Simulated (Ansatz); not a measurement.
Ge(NH2)2H2 (GeN2H6). Charge 0, multiplicity 1. Geometry PBE0-D4/def2-TZVP, basis def2-TZVP, Ansatz.

| run | HOMO (eV) | LUMO (eV) |
| --- | --- | --- |
| A | -8.30 | 1.35 |
| B | -10.45 | 3.18 |
| C | -5.74 | 0.34 |
| D | -5.44 | -0.23 |
| E | -9.72 | 2.65 |
| F | -5.60 | -0.41 |

LC-ωPBE has ω = 0.4 bohr⁻¹.

Q: The runs used CAM-B3LYP, HF, LC-ωPBE, LDA (SPW92), PBE, r2SCAN. Estimate which is which.

A: A CAM-B3LYP (range-separated); B HF (100 % exact exchange); C r2SCAN (0 % exact exchange); D PBE (0 % exact exchange); E LC-ωPBE (range-separated); F LDA (SPW92) (0 % exact exchange). Exact exchange lowers occupied and raises empty levels; among semilocal functionals meta-GGAs tend to open the gap a little, and such runs are hard to tell apart. The gap grows from 5.19 eV (LDA (SPW92)) to 13.63 eV (HF).
